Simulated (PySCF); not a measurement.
How methods differ on the interval between two levels of Sb⁺

Sb⁺ [Kr] 4d10 5s2 5p2 [3P2, M_J = 2] → Sb⁺ [Kr] 4d10 5s1 5p2 6s1 [5P3, M_J = 3], as a difference of total energies. Computed with PySCF 2.14 in x2c-TZVPall-2c with one added diffuse shell each of s, p, d, f type (9s10p6d3f, 90 functions), with the two-component X2C-1e Hamiltonian. Correlated levels: [Ar] 3d10 frozen; the 6 highest virtual spinors dropped. "Screened" scales the spin-orbit matrix elements by Boettger's factors to mimic the two-electron term; Breit and QED terms are absent.

```tsv
method	interval between two levels (cm⁻¹)
GHF (spin-free)	110420
GMP2 (spin-free)	124360
GHF (screened spin-orbit)	111460
GMP2 (screened spin-orbit)	125190
```

The labels give the starting determinants; with spin-orbit coupling the two ends relaxed to ⟨J²⟩ = 6.01, ⟨L²⟩ = 2.52, ⟨S²⟩ = 1.78 and ⟨J²⟩ = 12.07, ⟨L²⟩ = 2.14, ⟨S²⟩ = 5.97.

The promoted electron is Rydberg-like, and one or two diffuse shells describe it only roughly, which tends to raise the upper state.
